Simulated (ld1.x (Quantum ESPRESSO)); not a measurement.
Which change was made? (Sn, TM)

| Property | Result |
| --- | --- |
| Element | Sn (Z = 50) |
| Generator | ld1.x (Quantum ESPRESSO) 7.5 |
| Type | norm-conserving Troullier–Martins (Kleinman–Bylander form) |
| Functional | LDA (PZ) |
| Relativity | fully relativistic |
| Frozen core | [Kr] 4d10 |
| Valence charge | 4 |
| Reference configuration | 5s2 5p2 |
| Partial waves | 5s (bound): rc 1.95 bohr; 5p (bound): rc 2.55 bohr; 5d channel at -0.15 Ry: rc 2.40 bohr |
| Local potential | the d channel |
| Core correction | none |

Open shells are filled in proportion to 2j + 1 (rel_dist='average').

Cutoffs, loose and tight: the cutoffs (Ry, on a coarse ladder) from which the occupation-weighted sum of valence levels, in a spherical-Bessel basis at the reference potential, stays within 10 and 1 mRy of its value at 400 Ry. They do not see the model core or the augmentation charge, which bear on the density cutoff. Test errors are all-electron minus pseudo excitation energies from the reference, over the configurations 5s2 5p1; 5s2 5p0; 5s1 5p0; 5s2 5p1.5; 5s2 5p2.3; 5s1 5p3; 5s0 5p4; variants that change the core or the reference have their own tests. The largest error is taken over the tests solved by every variant that gives reliable tests at all, those not shown here included: 5s0 5p4; 5s1 5p3; 5s2 5p1; 5s2 5p1.5; 5s2 5p2.3.

The base gives: outcome: generated; cutoff, loose: 12 Ry; cutoff, tight: 30 Ry; bound ghosts: s, p1/2, p3/2; largest test error (meV): +58.

**Question.** After one change the result is: outcome: generated; cutoff, loose: 55 Ry; cutoff, tight: 100 Ry; bound ghosts: s, p3/2, p1/2; largest test error (meV): +148. Which change was it?
A. wave 5p (bound): rc 2.55 bohr becomes 5p (bound): rc 2.12 bohr
B. wave 5p (bound): rc 2.55 bohr becomes 5p (bound): rc 1.88 bohr
C. wave 5p (bound): rc 2.55 bohr becomes 5p (bound): rc 1.64 bohr

**Answer.** C. The others give: wave 5p (bound): rc 2.55 bohr becomes 5p (bound): rc 2.12 bohr → outcome: generated; cutoff, loose: 12 Ry; cutoff, tight: 30 Ry; bound ghosts: s, p3/2, p1/2; largest test error (meV): +58 | wave 5p (bound): rc 2.55 bohr becomes 5p (bound): rc 1.88 bohr → outcome: generated; cutoff, loose: 25 Ry; cutoff, tight: 45 Ry; bound ghosts: s, p3/2, p1/2; largest test error (meV): +69.
